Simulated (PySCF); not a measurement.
**Two-photon absorption: `Nc1ccc(N)cc1`, C$_{6}$H$_{8}$N$_{2}$**

Molfile (atoms numbered from 1):
```
C6H8N2
     RDKit          3D

 16 16  0  0  0  0  0  0  0  0999 V2000
   -2.7616    0.3402   -0.0278 N   0  0  0  0  0  0  0  0  0  0  0  0
   -1.3827    0.1456   -0.0056 C   0  0  0  0  0  0  0  0  0  0  0  0
   -0.6250    0.4239    1.1408 C   0  0  0  0  0  0  0  0  0  0  0  0
    0.7586    0.2836    1.1463 C   0  0  0  0  0  0  0  0  0  0  0  0
    1.4539   -0.1419    0.0056 C   0  0  0  0  0  0  0  0  0  0  0  0
    2.8440   -0.2281   -0.0057 N   0  0  0  0  0  0  0  0  0  0  0  0
    0.6962   -0.4214   -1.1404 C   0  0  0  0  0  0  0  0  0  0  0  0
   -0.6875   -0.2811   -1.1459 C   0  0  0  0  0  0  0  0  0  0  0  0
   -3.2554   -0.2102   -0.7196 H   0  0  0  0  0  0  0  0  0  0  0  0
   -3.2118    0.2819    0.8773 H   0  0  0  0  0  0  0  0  0  0  0  0
   -1.1309    0.7614    2.0501 H   0  0  0  0  0  0  0  0  0  0  0  0
    1.3147    0.5135    2.0597 H   0  0  0  0  0  0  0  0  0  0  0  0
    3.2662   -0.3752    0.9029 H   0  0  0  0  0  0  0  0  0  0  0  0
    3.2224   -0.8672   -0.6940 H   0  0  0  0  0  0  0  0  0  0  0  0
    1.2025   -0.7539   -2.0513 H   0  0  0  0  0  0  0  0  0  0  0  0
   -1.2431   -0.5060   -2.0609 H   0  0  0  0  0  0  0  0  0  0  0  0
  1  2  1  0
  2  3  1  0
  3  4  2  0
  4  5  1  0
  5  6  1  0
  5  7  2  0
  7  8  1  0
  8  2  2  0
  1  9  1  0
  1 10  1  0
  3 11  1  0
  4 12  1  0
  6 13  1  0
  6 14  1  0
  7 15  1  0
  8 16  1  0
M  END
```

The calculation used PySCF 2.14.0, TDDFT CAM-B3LYP/aug-cc-pVDZ excited states, vertical, gas phase. Geometry: PBE0-D3(BJ)/def2-SVP.

Question: How strongly do the lowest singlets absorb one photon, and two photons of half the energy?

Answer: δ for parallel linear polarisation; σ at the peak of a Lorentzian of half width 0.1 eV, single beam; Ω is circular over linear.
```tsv
state	E (eV)	f	photon λ (nm)	δ (au)	σ (GM)	Ω	main
S1	4.22	0.049	587	0.13	0.00	1.50	HOMO→LUMO+3 0.88
S2	4.30	0.005	577	113	0.76	1.50	HOMO→LUMO 0.92
S3	4.46	0.005	556	50.8	0.37	0.76	HOMO→LUMO+1 0.90
S4	4.89	0.000	507	2.74	0.02	1.50	HOMO→LUMO+2 0.94
S5	5.06	0.138	490	3.49	0.03	1.50	HOMO→LUMO+4 0.49, HOMO→LUMO+6 0.43
S6	5.31	0.058	467	70.2	0.72	1.50	HOMO→LUMO+6 0.47, HOMO→LUMO+4 0.44
```

Among these, the strongest one-photon state is S5, the strongest two-photon state S2, with a dipole change of 3.4 D (relaxed, norm of the difference vector).
